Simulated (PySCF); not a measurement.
Energy of Tl (thallium, neutral) between two integer charges

The 6p alpha orbital of [Xe] 4f14 5d10 6s2 6p1 is emptied in steps (occupation f), with all orbitals relaxed, ending at [Xe] 4f14 5d10 6s2. Computed with PySCF 2.14 in def2-TZVP with the def2 core potential (60 electrons) (6s5p3d2f, 50 functions), with scalar relativity through the core potential. The exact energy is a straight line in f; departures are measured from the line between the end points of the same method.

```csv
f,UHF (eV),LDA (eV),PBE (eV),PBE0 (eV),r2SCAN (eV),LC-wPBE (eV),BHandHLYP (eV),wB97X (eV),BLYP (eV),r2SCAN0 (eV)
1,0.000,0.000,0.000,0.000,0.000,0.000,0.000,0.000,0.000,0.000
0.75,0.040,-0.539,-0.521,-0.379,-0.487,0.012,-0.262,-0.042,-0.540,-0.359
0.5,0.052,-0.727,-0.702,-0.507,-0.641,0.020,-0.351,-0.057,-0.730,-0.469
0.25,0.039,-0.549,-0.531,-0.380,-0.466,0.019,-0.265,-0.043,-0.554,-0.338
0,0.000,0.000,0.000,0.000,0.000,0.000,0.000,0.000,0.000,0.000
```

| method | E(f=0) − E(f=1) (eV) | −ε at f=1 (eV) | −ε at f=0.5 (eV) |
| --- | --- | --- | --- |
| UHF | 5.013 | 5.231 | 5.008 |
| LDA | 5.584 | 2.753 | 5.556 |
| PBE | 5.423 | 2.679 | 5.397 |
| PBE0 | 5.440 | 3.424 | 5.438 |
| r2SCAN | 5.500 | 2.898 | 5.550 |
| LC-wPBE | 5.508 | 5.557 | 5.527 |
| BHandHLYP | 5.396 | 4.003 | 5.389 |
| wB97X | 5.293 | 5.075 | 5.290 |
| BLYP | 5.351 | 2.517 | 5.314 |
| r2SCAN0 | 5.531 | 3.596 | 5.585 |

Orbital energy along the path (eV):

| f | UHF | LDA | PBE | PBE0 | r2SCAN | LC-wPBE | BHandHLYP | wB97X | BLYP | r2SCAN0 |
| --- | --- | --- | --- | --- | --- | --- | --- | --- | --- | --- |
| 1 | -5.231 | -2.753 | -2.679 | -3.424 | -2.898 | -5.557 | -4.003 | -5.075 | -2.517 | -3.596 |
| 0.75 | -5.117 | -4.118 | -4.008 | -4.423 | -4.213 | -5.553 | -4.691 | -5.176 | -3.877 | -4.593 |
| 0.5 | -5.008 | -5.556 | -5.397 | -5.438 | -5.550 | -5.527 | -5.389 | -5.290 | -5.314 | -5.585 |
| 0.25 | -4.907 | -7.038 | -6.824 | -6.455 | -6.829 | -5.471 | -6.096 | -5.412 | -6.806 | -6.511 |
| 0 | -4.812 | -8.511 | -8.262 | -7.454 | -7.823 | -5.400 | -6.822 | -5.500 | -8.328 | -7.170 |

Reference removal energy between the ground levels: 6.108 eV (measured; NIST Atomic Spectra Database, ionization energies). The calculation has no spin-orbit coupling. UHF lacks correlation.
